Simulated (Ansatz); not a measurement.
AlFH2 (SMILES [F][AlH2]) moved off its minimum; all values from Ansatz (a quantum-chemistry and plane-wave program), cores frozen in correlated methods.
(charge 0, multiplicity 1)
```xyz
4

Al    -0.3564    -0.4575     0.0797
H      0.5405    -1.2826     1.1759
H     -1.5982    -0.8456    -0.4798
F      0.5097     0.9498    -0.3761
```

```tsv
level	largest force (eV/Å)	on atom	rms difference from CCSD(T)/aug-cc-pV(T+d)Z (eV/Å)	dipole (D)
HF/def2-TZVPP	5.23	Al1	0.296	2.14
PBE/def2-TZVPP	4.46	Al1	0.141	1.82
r2SCAN/def2-TZVPP	4.72	Al1	0.044	1.87
B3LYP/def2-TZVPP	4.59	Al1	0.034	1.94
wB97M-V/def2-TZVPP	4.58	Al1	0.064	1.94
MP2/aug-cc-pV(T+d)Z	4.62	Al1	0.056	1.97
CCSD(T)/aug-cc-pV(T+d)Z	4.66	Al1	0.000	1.98
```

The differences count from one level among others, with limits of its own. Forces at CCSD(T)/aug-cc-pV(T+d)Z (eV/Å):

| atom | Fx | Fy | Fz |
|---|---|---|---|
| Al1 | 4.178 | 1.381 | 1.524 |
| H2 | -0.601 | 0.272 | -0.478 |
| H3 | -2.615 | -0.638 | -1.223 |
| F4 | -0.962 | -1.015 | 0.177 |
